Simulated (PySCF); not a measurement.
CH₃FO₂Si, SMILES O=C(O)[SiH2]F. Atoms are numbered in the order given.

```xyz
8

O     -0.8972     1.7898     0.0000
C     -0.0396     0.9427     0.0000
O      1.2655     1.2130     0.0000
Si    -0.5607    -0.8984     0.0000
F      0.7212    -1.8919     0.0000
H      1.3574     2.1829     0.0000
H     -1.3534    -1.1287     1.2339
H     -1.3534    -1.1287    -1.2339
```

Coordinates come from a PBE0-D3(BJ)/def2-SVP optimisation. This is a generated structure with no PubChem entry under its InChIKey; it may be hypothetical. One conformer was computed; it need not be the lowest.

Computed with SMD-B3LYP/6-31G* in PySCF.

Solvation free energies are E(SMD) − E(gas) at the gas-phase geometry, for 1 M in both phases. In vacuum the dipole moment is 0.56 D.

Question: Rank water, dimethylsulfoxide, 1-octanol by solvation free energy, most negative first.

Answer: dimethylsulfoxide (-4.5 kcal/mol), 1-octanol (-4.1 kcal/mol), water (-3.7 kcal/mol)
